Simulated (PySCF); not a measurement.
These compounds are isomers of formula C$_{6}$H$_{10}$OSi$_{2}$.

A. SMILES C#C[C@@H]1C(=O)[SiH2][C@@H]1[SiH2]C
B. SMILES O(C([Si@@H](C#C)C=C)=C)[SiH3]
C. `[SiH3]/C=C\[SiH2]c1ccco1`

Spectrum 1. $^{1}$H NMR (300 MHz, computed): δ 6.59 (m, 1H), 6.47 (m, 1H), 6.23 (m, 1H), 5.34 (br s, 1H), 5.05 (br s, 1H), 4.93 (s, 3H), 4.87 (m, 1H), 1.95 (d, 1H). $^{13}$C{$^{1}$H} NMR (computed): δ 168.5 (C), 145.0 (CH2), 140.2 (CH), 108.6 (CH2), 103.9 (CH), 87.8 (C).

Spectrum 2. $^{1}$H NMR (300 MHz, computed): δ 7.84 (m, 1H), 7.54 (m, 1H), 7.44 (m, 1H), 7.20 (m, 1H), 6.80 (m, 1H), 5.09 (d, 2H), 4.20 (d, 3H). $^{13}$C{$^{1}$H} NMR (computed): δ 158.2 (CH), 155.7 (C), 153.4 (CH), 153.0 (CH), 128.6 (CH), 117.3 (CH).

Spectrum 3. $^{1}$H NMR (300 MHz, computed): δ 5.25 (m, 1H), 5.05 (m, 1H), 4.73 (m, 1H), 4.34 (m, 1H), 4.26 (m, 1H), 2.15 (d, 1H), 1.42 (m, 1H), 0.33 (m, 3H). $^{13}$C{$^{1}$H} NMR (computed): δ 239.3 (C), 85.3 (CH), 84.7 (C), 59.3 (CH), 3.0 (CH), -7.6 (CH3).

Method: σ from GIAO-PBE0/pcSseg-1, structure optimised with GFN2-xTB, in PySCF 2.14 (in vacuum, non-relativistic Hamiltonian, one computed conformer, equivalent nuclei averaged).

References, each an isolated molecule treated in the same way: $^{1}$H (31.72 ppm) and $^{13}$C (186.93 ppm) vs TMS. Where no couplings were computed, multiplicities follow the n + 1 count of equivalent neighbours, and m marks all less simple cases (inequivalent or close neighbours, rings, F or P nearby). Shifts are as computed. Against solution values, carbons near 30 ppm lie about +3 ppm off and those near 130 ppm about +5 ppm. Of 1211 compounds with measured shifts, 218 miss one by over three times the rms of a fit or turn the order of signals round; such compounds aren't used in these exercises.

Which spectrum belongs to which compound?

## Answers

1–B, 2–C, 3–A.

- Spectrum 1 (B): 6 $^{13}$C signals; δC 168.5 is an alkene carbon bearing oxygen; δC 145.0 is a terminal =CH2 carbon.
- Spectrum 2 (C): 6 $^{13}$C signals; δC 158.2 is an alkene CH; δC 153.4 is an alkene CH.
- Spectrum 3 (A): 6 $^{13}$C signals; δC 85.3 is a terminal alkyne carbon; δC 84.7 is an alkyne carbon.
